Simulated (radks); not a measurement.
Values are calculated unless marked as measured or tabulated.
Ti II, configuration [Ar] 3d2 4s1 (the NIST ground configuration). Level of theory: Dirac Kohn-Sham, PBE, spin-unpolarised, spherical densities, finite nucleus; open shells are shared between the two j in proportion to 2j + 1; Fermi nuclear charge, rms radius 3.5921 fm (a radial shooting solver on a logarithmic mesh with Libxc functionals).

Spin-orbit splittings of the eigenvalues, e(l+1/2) - e(l-1/2), with zeta = 2 splitting/(2l+1) and mean radii in bohr:

[
 {"shell": "2p", "occ.": "6", "splitting (eV)": "5.773", "zeta (eV)": "3.849", "<r> j=l-1/2": "0.2880", "<r> j=l+1/2": "0.2907"},
 {"shell": "3p", "occ.": "6", "splitting (eV)": "0.6571", "zeta (eV)": "0.4381", "<r> j=l-1/2": "1.080", "<r> j=l+1/2": "1.088"},
 {"shell": "3d", "occ.": "2", "splitting (eV)": "0.04857", "zeta (eV)": "0.01943", "<r> j=l-1/2": "1.516", "<r> j=l+1/2": "1.521"}
]
